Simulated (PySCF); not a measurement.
**SMILES C#C[C@@H]1[SiH2]C[Si@@H]1C#N, C5H7NSi2**

Molfile (atoms numbered from 1):
```
C5H7NSi2
     RDKit          3D

 15 15  0  0  0  0  0  0  0  0999 V2000
    2.6797   -1.2847   -0.6663 C   0  0  0  0  0  0  0  0  0  0  0  0
    1.5969   -1.0911   -0.1902 C   0  0  0  0  0  0  0  0  0  0  0  0
    0.2976   -0.8237    0.3455 C   0  0  2  0  0  0  0  0  0  0  0  0
   -1.2179   -1.0565   -0.8477 Si  0  0  0  0  0  4  0  0  0  0  0  0
   -1.7793    0.7096   -0.3281 C   0  0  0  0  0  0  0  0  0  0  0  0
   -0.1663    1.0280    0.6542 Si  0  0  2  0  0  4  0  0  0  0  0  0
    0.9583    2.1785   -0.2892 C   0  0  0  0  0  0  0  0  0  0  0  0
    1.6361    2.8939   -0.8727 N   0  0  0  0  0  0  0  0  0  0  0  0
    3.6292   -1.4655   -1.0722 H   0  0  0  0  0  0  0  0  0  0  0  0
    0.1752   -1.4099    1.2602 H   0  0  0  0  0  0  0  0  0  0  0  0
   -0.8366   -1.1716   -2.2518 H   0  0  0  0  0  0  0  0  0  0  0  0
   -2.1212   -2.1359   -0.4453 H   0  0  0  0  0  0  0  0  0  0  0  0
   -2.6717    0.7224    0.2924 H   0  0  0  0  0  0  0  0  0  0  0  0
   -1.9639    1.3973   -1.1490 H   0  0  0  0  0  0  0  0  0  0  0  0
   -0.2205    1.5172    2.0327 H   0  0  0  0  0  0  0  0  0  0  0  0
  1  2  3  0
  2  3  1  0
  3  4  1  0
  4  5  1  0
  5  6  1  0
  6  7  1  0
  7  8  3  0
  6  3  1  0
  1  9  1  0
  3 10  1  1
  4 11  1  0
  4 12  1  0
  5 13  1  0
  5 14  1  0
  6 15  1  1
M  END
```

Method: TDDFT B3LYP/aug-cc-pVDZ circular dichroism and optical rotation, one conformer, gas phase (PySCF). Geometry: GFN2-xTB.

Stereocentres: C3 R, Si6 S.

Task: Give the optical rotatory dispersion at 633, 589.3, 546, 436, 405, 365, 355 nm.

Result: [α] in deg dm⁻¹ (g/mL)⁻¹:
```
λ (nm)  origin-invariant length gauge  modified velocity gauge  length gauge (centre of mass)  isotropic polarisability (au)
   633                         +141.5                   +140.8                         +141.0                          116.2
 589.3                         +166.9                   +166.0                         +166.3                          116.8
   546                         +199.8                   +198.8                         +199.1                          117.6
   436                         +350.3                   +349.2                         +349.1                          120.9
   405                         +426.7                   +425.6                         +425.2                          122.5
   365                         +570.9                   +570.2                         +569.0                          125.3
   355                         +618.6                   +618.2                         +616.5                          126.2
```

Task: And for the mirror image at 589.3 nm?

Result: -166.9 deg dm⁻¹ (g/mL)⁻¹ (origin-invariant length gauge): the same size and the opposite sign.

Task: What is the molar rotation [Φ] = [α]·M/100 of the geometry above at 589.3 nm?

Result: With M = 137.29 g/mol, +229.1 deg cm² dmol⁻¹ (origin-invariant length gauge).

The first excitation lies at 4.82 eV (257 nm) with R = -2.4 × 10⁻⁴⁰ esu² cm² (velocity form).
